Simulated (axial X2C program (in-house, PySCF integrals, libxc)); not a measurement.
# HoCl: the levels of the configuration f11 s1

Computed with an axial X2C code built on PySCF integrals: two-component X2C with atomic mean-field Coulomb and Gaunt terms, basis Ho dyall-v3z, Cl dyall-av3z (cores contracted in-house). Orbitals come from Hartree–Fock averaged over the configuration Ho f11 s1; CI then distributes these electrons over the f, s shells of Ho. The speed of light was multiplied by 1.3, so these are model numbers.

R = 2.625 Å (near the minimum of the configuration average).

Active spinors (ω > 0):

```json
{"shell": "f", "ω": "5/2", "ε (eV)": "-9.43", "character": "100% Ho f"}
{"shell": "f", "ω": "3/2", "ε (eV)": "-9.38", "character": "100% Ho f"}
{"shell": "f", "ω": "1/2", "ε (eV)": "-9.34", "character": "100% Ho f"}
{"shell": "f", "ω": "7/2", "ε (eV)": "-8.83", "character": "100% Ho f"}
{"shell": "f", "ω": "5/2", "ε (eV)": "-8.78", "character": "100% Ho f"}
{"shell": "f", "ω": "3/2", "ε (eV)": "-8.75", "character": "100% Ho f"}
{"shell": "f", "ω": "1/2", "ε (eV)": "-8.72", "character": "100% Ho f"}
{"shell": "s", "ω": "1/2", "ε (eV)": "-2.66", "character": "70% Ho s, 20% Ho p, 5% Cl p"}
```

Lowest levels of this model:

```csv
Ω,energy (cm⁻¹),g∥,μ (D),configuration
0,0,0.00,-4.57,100% f11 s1
1,7,2.54,-4.57,100% f11 s1
2,26,5.07,-4.57,100% f11 s1
3,56,7.58,-4.57,100% f11 s1
4,96,10.09,-4.57,100% f11 s1
5,143,12.58,-4.57,100% f11 s1
6,202,15.08,-4.57,100% f11 s1
7,284,17.57,-4.57,100% f11 s1
8,412,19.99,-4.56,100% f11 s1
0,588,0.00,-4.57,100% f11 s1
1,596,2.30,-4.57,100% f11 s1
2,620,4.60,-4.57,100% f11 s1
3,656,6.90,-4.57,100% f11 s1
4,702,9.20,-4.57,100% f11 s1
5,757,11.51,-4.57,100% f11 s1
6,830,13.81,-4.57,100% f11 s1
7,949,16.09,-4.56,100% f11 s1
0,3298,0.00,-4.57,100% f11 s1
1,3305,2.43,-4.57,100% f11 s1
2,3325,4.84,-4.57,100% f11 s1
3,3357,7.21,-4.57,100% f11 s1
4,3401,9.55,-4.57,100% f11 s1
5,3458,11.87,-4.57,100% f11 s1
0,3499,0.00,-4.57,100% f11 s1
1,3508,2.05,-4.57,100% f11 s1
6,3534,14.14,-4.57,100% f11 s1
2,3534,4.10,-4.57,100% f11 s1
3,3576,6.17,-4.57,100% f11 s1
4,3635,8.27,-4.57,100% f11 s1
7,3650,16.33,-4.56,100% f11 s1
```

g∥ is the magnitude of 2⟨Lz + ge Sz⟩ for the +Ω component. μ is positive if the Cl end is positive.

This point took 1.2 s on 1 thread of Intel(R) Xeon(R) 6975P-C (Granite Rapids), on a shared host.

Dynamic correlation is missing, so gaps between terms are too wide and other configurations may lie lower; the lowest level listed is that of this model, not necessarily the ground state. At most 4 roots were kept for each Ω > 0 (twice that for Ω = 0) within 2.2 eV of the lowest, so higher up levels can be missing between those listed; levels with Ω > 0 are doubly degenerate and listed once, Ω = 0 levels singly.
